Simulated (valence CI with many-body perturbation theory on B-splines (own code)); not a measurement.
# Level structure of Eu XLII

Method: valence CI with perturbative core correlation (CI+MBPT): four valence electrons over a frozen Dirac-Fock core [Ar], radial functions for each j: 9 s, 9 p, 10 d, 8 f, 5 g, 3 h, 1 i, with the one-electron correlation potential Σ1, the two-electron term Σ2, the three-electron term Σ3, Breit, model QED; selected CI, second order for the rest (own B-spline code, finite nucleus).

The last digits are not significant, and no measured levels were compared; by estimate large intervals hold to a few tenths of a per cent, small ones and those within an open d or f shell to about a per cent. Only levels of the ground parity were solved; by the run's estimate the other parity begins above the list, which can be wrong where configurations are misplaced.

Levels 1 to 34 of 34, with energies above the lowest level, (3d3/2^4) J=0. "Leading %" is the weight of the configuration and term that name the level; weights of strongly mixed levels are sums over their largest components and can fall short. In the jj column 3d3/2^4 stands for four electrons in 3d with j = 3/2. Lifetimes count E1, E2, E3, M1 and M2 decay at the calculated energies, and are blank where another channel may lead or the interval is too uncertain; long ones can be off by a factor of two.

| No. | Configuration | Term | J | E (cm⁻¹) | Leading % | Lifetime | Second component | Leading jj |
| --- | --- | --- | --- | --- | --- | --- | --- | --- |
| 1 | 3d4 | 3P | 0 | 0 | 57 |  | 31 % 3d4 5D | 3d3/2^4 (97 %) |
| 2 | 3d4 | 5D | 1 | 213060 | 63 | 3.86 μs | 37 % 3d4 3P | 3d3/2^3 3d5/2 (98 %) |
| 3 | 3d4 | 3F | 4 | 294050 | 30 |  | 22 % 3d4 3H | 3d3/2^3 3d5/2 (97 %) |
| 4 | 3d4 | 5D | 2 | 297040 | 51 | 72.4 μs | 14 % 3d4 3F | 3d3/2^3 3d5/2 (83 %) |
| 5 | 3d4 | 5D | 3 | 323720 | 30 | 1.61 ms | 28 % 3d4 3F | 3d3/2^3 3d5/2 (87 %) |
| 6 | 3d4 | 5D | 0 | 485420 | 64 | 1.22 μs | 21 % 3d4 1S | 3d3/2^2 3d5/2^2 (96 %) |
| 7 | 3d4 | 5D | 2 | 502690 | 38 | 1.95 μs | 26 % 3d4 3F | 3d3/2^2 3d5/2^2 (87 %) |
| 8 | 3d4 | 5D | 4 | 503770 | 40 | 3.71 μs | 40 % 3d4 3H | 3d3/2^2 3d5/2^2 (95 %) |
| 9 | 3d4 | 5D | 3 | 518220 | 45 | 3.59 μs | 40 % 3d4 3G | 3d3/2^2 3d5/2^2 (86 %) |
| 10 | 3d4 | 3H | 5 | 546170 | 68 | 6.89 μs | 32 % 3d4 3G | 3d3/2^2 3d5/2^2 (100 %) |
| 11 | 3d4 | 3H | 6 | 565820 | 52 | 15.4 ms | 48 % 3d4 1I | 3d3/2^2 3d5/2^2 (99 %) |
| 12 | 3d4 | 3P | 1 | 568780 | 46 | 2.84 μs | 35 % 3d4 3D | 3d3/2^2 3d5/2^2 (92 %) |
| 13 | 3d4 | 3G | 4 | 598070 | 58 |  | 36 % 3d4 1G | 3d3/2^2 3d5/2^2 (97 %) |
| 14 | 3d4 | 3F | 3 | 601400 | 44 | 4.52 μs | 29 % 3d4 3D | 3d3/2^2 3d5/2^2 (94 %) |
| 15 | 3d4 | 3D | 2 | 608620 | 36 | 11.3 μs | 30 % 3d4 3P | 3d3/2^2 3d5/2^2 (94 %) |
| 16 | 3d4 | 3F | 2 | 687710 | 45 | 1.97 μs | 29 % 3d4 3P | 3d3/2^2 3d5/2^2 (90 %) |
| 17 | 3d4 | 3F | 4 | 714320 | 60 | 4.59 μs | 17 % 3d4 5D | 3d3/2^2 3d5/2^2 (77 %) |
| 18 | 3d4 | 3F | 3 | 791900 | 46 | 1.27 μs | 23 % 3d4 5D | 3d3/2 3d5/2^3 (94 %) |
| 19 | 3d4 | 1G | 4 | 792340 | 29 | 1.60 μs | 23 % 3d4 3F | 3d3/2 3d5/2^3 (76 %) |
| 20 | 3d4 | 3P | 2 | 792990 | 45 | 17.8 μs | 29 % 3d4 1D | 3d3/2^2 3d5/2^2 (86 %) |
| 21 | 3d4 | 3D | 1 | 824980 | 59 | 972 ns | 25 % 3d4 3P | 3d3/2 3d5/2^3 (94 %) |
| 22 | 3d4 | 3G | 5 | 826800 | 68 | 2.67 μs | 32 % 3d4 3H | 3d3/2 3d5/2^3 (100 %) |
| 23 | 3d4 | 1I | 6 | 833910 | 52 | 3.06 μs | 48 % 3d4 3H | 3d3/2 3d5/2^3 (99 %) |
| 24 | 3d4 | 3P | 0 | 850800 | 59 | 2.63 μs | 40 % 3d4 1S | 3d3/2 3d5/2^3 (57 %) |
| 25 | 3d4 | 3F | 2 | 884280 | 51 | 1.44 μs | 39 % 3d4 3P | 3d3/2 3d5/2^3 (86 %) |
| 26 | 3d4 | 1F | 3 | 896830 | 37 | 2.05 μs | 36 % 3d4 3D | 3d3/2 3d5/2^3 (96 %) |
| 27 | 3d4 | 1S | 0 | 976960 | 71 | 3.59 μs | 26 % 3d4 3P | 3d3/2^2 3d5/2^2 (50 %) |
| 28 | 3d4 | 3F | 3 | 990350 | 67 | 2.51 μs | 30 % 3d4 1F | 3d3/2 3d5/2^3 (100 %) |
| 29 | 3d4 | 3P | 1 | 994460 | 92 | 1.59 μs | 6 % 3d4 3D | 3d3/2 3d5/2^3 (98 %) |
| 30 | 3d4 | 1G | 4 | 999500 | 72 | 1.76 μs | 20 % 3d4 3F | 3d3/2 3d5/2^3 (93 %) |
| 31 | 3d4 | 1D | 2 | 1025500 | 66 | 2.10 μs | 24 % 3d4 3P | 3d3/2 3d5/2^3 (72 %) |
| 32 | 3d4 | 3F | 4 | 1114100 | 49 | 920 ns | 21 % 3d4 1G | 3d5/2^4 (94 %) |
| 33 | 3d4 | 1D | 2 | 1196000 | 45 | 893 ns | 23 % 3d4 3D | 3d5/2^4 (80 %) |
| 34 | 3d4 | 1S | 0 | 1366600 | 57 | 631 ns | 42 % 3d4 3P | 3d5/2^4 (82 %) |

The ionisation energy to 3d3 4F_3/2 of the next ion comes out as 3169.2 eV (NIST: 3168 ± 4 eV (theoretical)). All 34 levels together are meant to be complete up to 1421300 cm⁻¹.
